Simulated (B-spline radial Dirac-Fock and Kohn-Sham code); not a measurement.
## As⁵⁺: eigenvalues, ΔSCF and the reference

System: As⁵⁺, [Ar] 3d10.

The density-functional columns are spherical, spin-unpolarised Dirac-Kohn-Sham results without Breit or QED terms: −ε is minus the orbital energy of the initial state and ΔSCF the difference of two total energies. The reference in the last column comes from Dirac-Fock energy differences between relaxed states, corrected for Breit and QED terms. All numbers are from an atomic code on a B-spline grid, in eV; a selection of levels is shown. For the 1s level of heavy atoms much of the gap between ΔSCF and the reference is the Breit and QED part, -24.7 eV here; for other levels the error of the functional can be larger.

| level | PBE −ε | PBE ΔSCF | LDA −ε | LDA ΔSCF | Dirac-Fock |
| --- | --- | --- | --- | --- | --- |
| 1s | 11784.8 | 11993.1 | 11764.2 | 11971.8 | 11948.8 |
| 2s | 1553.7 | 1589.6 | 1551.4 | 1587.4 | 1616.4 |
| 2p1/2 | 1395.5 | 1439.0 | 1394.9 | 1438.4 | 1440.8 |
| 2p3/2 | 1358.9 | 1401.3 | 1358.4 | 1400.8 | 1404.9 |
| 3s | 257.3 | 272.6 | 256.7 | 272.0 | 287.3 |
| 3p1/2 | 204.1 | 219.2 | 204.0 | 219.1 | 227.6 |
| 3p3/2 | 199.0 | 214.0 | 198.9 | 213.9 | 222.5 |
| 3d3/2 | 107.7 | 122.1 | 108.0 | 122.4 | 119.7 |
| 3d5/2 | 106.9 | 121.3 | 107.3 | 121.6 | 119.0 |

Task: Order the estimates of the K (1s) level by their distance from the Dirac-Fock value, nearest first.
A. LDA −ε
B. LDA ΔSCF
C. PBE −ε
D. PBE ΔSCF

Result: B (23.0 eV), D (44.3 eV), C (164.0 eV), A (184.6 eV).

For the outermost level NIST gives 121.19 ± 0.06 eV (measured); the differences from it are PBE −ε -14.28, PBE ΔSCF +0.11, LDA −ε -13.93, LDA ΔSCF +0.44, Dirac-Fock -2.18 eV.

Values without a named source are computed, but for edge energies of neutral atoms, which are taken from tables.
